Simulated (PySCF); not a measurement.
Species: HgMe2, C₂H₆Hg (singlet state).
Cartesian coordinates in Å at the PBE0-D3(BJ)/def2-SVP level; atoms count from 1:
```
atom  x, y, z in Å
Hg1    0.0140   -0.0099   -0.0031
C2     0.0051   -0.0325    2.1006
H3    -0.4565    0.8852    2.4971
H4     1.0308   -0.0988    2.4961
H5    -0.5651   -0.8946    2.4798
C6     0.0245    0.0161   -2.1063
H7    -1.0025    0.0001   -2.5028
H8     0.5604   -0.8589   -2.5057
H9     0.5222    0.9238   -2.4814
```

Level of theory: PBE0-D3(BJ)/def2-SVP geometry optimisation, gas phase, def2 core potentials past Kr (PySCF 2.14.0).

**Question.** Which atoms are bound to Hg1, and at what distances?

**Answer.** 2 atoms: C6 2.103 Å, C2 2.104 Å. The nearest atom not counted as bound is H9, at 2.70 Å (others tie with it).

**Question.** What is the shape at Hg1?

**Answer.** Linear: angle 179.9°.

**Question.** What are the other bond lengths?

**Answer.** C2–H3 and 5 like bonds 1.101 Å.

Point group: near D3d, missed by 0.09 Å at most; the miss may be what the optimiser left on a soft mode (D3 holds within 0.08 Å). Charge 0, singlet. No PBE0-D3(BJ)/def2-SVP frequencies stand behind this structure, so it isn't proved a minimum.

Time: 19 s wall; peak memory 0.36 GiB. Hardware: Arm Neoverse V1, one thread, no GPU (shared host). These figures are those of the optimisation.
